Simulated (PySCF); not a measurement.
## Electric field gradients and quadrupole coupling constants

Species: AlCl2(NH2).
Cartesian coordinates in Å at the PBE0-D3(BJ)/def2-SVP level; atoms count from 1:
```xyz
6
AlCl2H2N angstrom
Al     0.359    0.621    0.004
Cl     2.430    0.664    0.299
Cl    -0.683    2.409   -0.291
N     -0.510   -0.900   -0.002
H     -1.510   -0.982   -0.139
H     -0.087   -1.812    0.129
```

Field gradients from the PBE0/pcSseg-1 (pcSseg-2 on Al) density (PySCF, non-relativistic), principal values in atomic units, ordered |Vxx| ≤ |Vyy| ≤ |Vzz|:

```json
{"atom": "Al1", "Vxx": "-0.1301", "Vyy": "-0.6985", "Vzz": "0.8287"}
{"atom": "Cl2", "Vxx": "-0.5973", "Vyy": "-0.8986", "Vzz": "1.4959"}
{"atom": "Cl3", "Vxx": "-0.5910", "Vyy": "-0.8958", "Vzz": "1.4868"}
{"atom": "N4", "Vxx": "0.1950", "Vyy": "0.6147", "Vzz": "-0.8098"}
```

Q: Find the asymmetry η = (Vxx − Vyy)/Vzz and the couplings χ = eQV/h (234.96 MHz × Q in barn × V in au), with Q(27Al) = 0.1466 b, Q(35Cl) = −0.0817 b, Q(14N) = 0.02044 b.

A: 
| atom | environment | nucleus | η | χzz (MHz) | χxx (MHz) | χyy (MHz) |
| --- | --- | --- | --- | --- | --- | --- |
| Al1 | aluminium bonded to 2 Cl and N | 27Al | 0.69 | 28.54 | -4.48 | -24.06 |
| Cl2 | chlorine bonded to Al | 35Cl | 0.20 | -28.72 | 11.47 | 17.25 |
| Cl3 | chlorine bonded to Al | 35Cl | 0.21 | -28.54 | 11.34 | 17.20 |
| N4 | nitrogen bonded to Al and 2 H | 14N | 0.52 | -3.889 | 0.937 | 2.952 |

Q: What is Vzz at N4 in SI units (1 au = 9.71736 × 10²¹ V/m²)?

A: -0.8098 au = -7.869 × 10²¹ V/m².

Geometry: PBE0-D3(BJ)/def2-SVP; no solvent, vibrations or thermal averaging. The basis is small and wasn't made for field gradients, so the couplings can be 20 % off.

The run behind these numbers computed NMR shieldings as well. On one thread of an x86-64 server (shared host), this took 16 s wall, 12 s CPU.
